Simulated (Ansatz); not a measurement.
Consider the cleavage of the Si–B bond: `FB(F)[SiH3]` + `NC(O)O` → `OC(O)N[SiH3]` + `FBF`.

Gas-phase electronic energies from Ansatz, PBE0-D4/def2-TZVP geometries. CBS: MP2 limit from def2 TZ/QZ plus the TZ coupled-cluster correction, frozen cores. This one scheme is used for every species. Functionals use def2-TZVPP. B3LYP here is the variant with VWN-RPA as its local correlation; programs differ in this. Each species was taken in one conformer, which may not be the lowest.

CCSD(T)/CBS gives -15.2 kcal/mol.

Task: Another level gave -17.4 kcal/mol. Which?
A. PBE0-D4/def2-TZVPP
B. MP2/def2-TZVPP
C. CCSD(T)/def2-TZVPP
D. B3LYP/def2-TZVPP

Result: B. MP2/def2-TZVPP -17.4, B3LYP -13.8, CCSD(T)/def2-TZVPP -15.0, PBE0-D4 -12.6 kcal/mol.

Largest T1 diagnostic among the species: 0.014.

From PBE to PBE0 (25 % exact exchange), in def2-TZVPP and without D4, ΔE moves by −1.6 kcal/mol. The D4 term adds −1.2 kcal/mol with B3LYP and −0.7 kcal/mol with PBE0; it sums over pairs of atoms, weighted by their polarisabilities, and B3LYP, whose exchange is more repulsive, gets the larger term.
